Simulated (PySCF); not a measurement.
Species: TMS-CH2F, C4H11FSi.
Geometry (GFN2-xTB, Å), atoms numbered from 1 in this order:
```xyz
17
C4H11FSi angstrom
C     -0.9735    0.6628   -1.5117
Si     0.0441    0.0033   -0.0430
C      1.1334    1.3774    0.7016
C      1.0868   -1.5096   -0.5510
C     -1.1888   -0.5895    1.3224
F     -1.9871    0.4617    1.7378
H     -0.3295    1.0705   -2.2854
H     -1.5767   -0.1190   -1.9651
H     -1.6468    1.4535   -1.1931
H      1.7448    1.0052    1.5192
H      0.5233    2.1873    1.0912
H      1.8031    1.7975   -0.0432
H      0.4637   -2.3266   -0.9021
H      1.7711   -1.2542   -1.3535
H      1.6809   -1.8840    0.2770
H     -0.6848   -0.9577    2.2193
H     -1.8713   -1.3668    0.9697
```

Level of theory: PySCF 2.14.0, density-fitted response routines, TDDFT wB97X-D/def2-SVPD, vertical, gas phase, core orbitals frozen in the response.

Frontier orbitals with the atoms that hold most of them (Löwdin shares over 4%, at most four atoms; ? is withheld):

```csv
orbital,ε (eV),atoms
HOMO-3,-11.64,"F6 49%, C5 22%, H17 10%, H16 10%"
HOMO-2,-10.59,"C4 33%, Si2 21%, C3 12%, C1 11%"
HOMO-1,-10.47,?
HOMO,-9.91,"C5 31%, F6 23%, Si2 17%, C4 5%"
LUMO,2.11,?
LUMO+1,2.67,"C4 14%, F6 13%, C5 10%, Si2 7%"
LUMO+2,3.05,"C3 17%, C1 15%, H10 10%, H8 10%"
```

Task: Give the leading atoms of the LUMO.

Result: Si2 (bonded to 4 C) 19%; C4 (bonded to Si and 3 H) 12%; C3 (bonded to Si and 3 H) 8%; C1 (bonded to Si and 3 H) 8%. By element: carbon 28% or more, silicon 19%.

Task: Which atoms hold the HOMO-1, and with what shares?

Result: C1 (bonded to Si and 3 H) 26%; C3 (bonded to Si and 3 H) 25%; Si2 (bonded to 4 C) 20%; H8 (bonded to C) 4%. By element: carbon 51% or more, silicon 20%, hydrogen 4% or more.

Task: How does S1 compare with the orbital gap of 12.02 eV?

Result: S1 is at 7.87 eV (f = 0.032), 4.14 eV below the gap, made of HOMO→LUMO+1 (60%), HOMO→LUMO (17%), HOMO→LUMO+3 (8%). Its leading pair isn't HOMO and LUMO; the energies of that pair differ by 12.58 eV. 

Task: Give energy, strength and leading configuration of S3, S4 and S8, and follow the Löwdin shares of the leading atoms from the occupied to the empty orbital.

Result: 
- S3 (8.52 eV, f 0.117), HOMO-1→LUMO (82%): C1 26% → 8%, C3 25% → 8%, Si2 20% → 19%, C4 at most 5% → 12%
- S4 (8.56 eV, f 0.098), HOMO-2→LUMO (83%): C4 33% → 12%, Si2 21% → 19%
- S8 (9.20 eV, f 0.051), HOMO-2→LUMO+1 (71%): C4 33% → 14%, Si2 21% → 7%, F6 at most 12% → 13%

Orbitals of the list HOMO-3 to LUMO+2 that lie within 0.01 eV of each other are written together with a slash and their weights summed (≥ marks a lower bound); for degenerate orbitals outside that list single weights are arbitrary.

Löwdin shares depend on the basis, the more so with diffuse functions.
